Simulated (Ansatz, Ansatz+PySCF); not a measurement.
```xyz
3

H    -0.0107    0.0462   -1.5373
C     0.0240   -0.0382   -0.4981
C     0.0095    0.0308    0.7737
```

Basis set: def2-SVP (spherical functions). Left uncorrelated: 2 orbitals. Charge 0, multiplicity 2.

Computed with Ansatz (development build ahead of 0.2.0); each method stands on the lowest determinant of its kind that the runs found. Restricted functionals stand beside restricted open-shell atoms, which can lie above the unrestricted atoms usual in DFT and then raise those values.

**Question.** Give the atomization energy at this shape (free ground-state atoms in the same class of orbitals less the molecule, no zero-point energy) of doublet C₂H by ωB97X (unrestricted), ωB97X (restricted open-shell), r²SCAN (unrestricted), r²SCAN (restricted open-shell), PBE0 (unrestricted), PBE (unrestricted), PBE (restricted open-shell), UHF-CCSDT(Q), UHF-CCSD(T), UHF-MP2, UHF.

**Answer.**

| method | atomization energy |
| --- | --- |
| ωB97X (unrestricted) | 257.22 kcal/mol |
| ωB97X (restricted open-shell) | 258.61 kcal/mol |
| r²SCAN (unrestricted) | 264.21 kcal/mol |
| r²SCAN (restricted open-shell) | 265.26 kcal/mol |
| PBE0 (unrestricted) | 264.44 kcal/mol |
| PBE (unrestricted) | 276.37 kcal/mol |
| PBE (restricted open-shell) | 276.86 kcal/mol |
| UHF-CCSDT(Q) | 252.94 kcal/mol |
| UHF-CCSD(T) | 251.07 kcal/mol |
| UHF-MP2 | 239.45 kcal/mol |
| UHF | 187.70 kcal/mol |

Caution for UHF-CCSDT(Q), UHF-CCSD(T), UHF-MP2: a plain start can end on a higher determinant. Caution for UHF-CCSDT(Q), UHF-CCSD(T), UHF-MP2, UHF: the unrestricted determinant is spin contaminated. Caution for UHF-MP2: MP2 forces lie far from those of the mean fields; another reference gives a lower total.
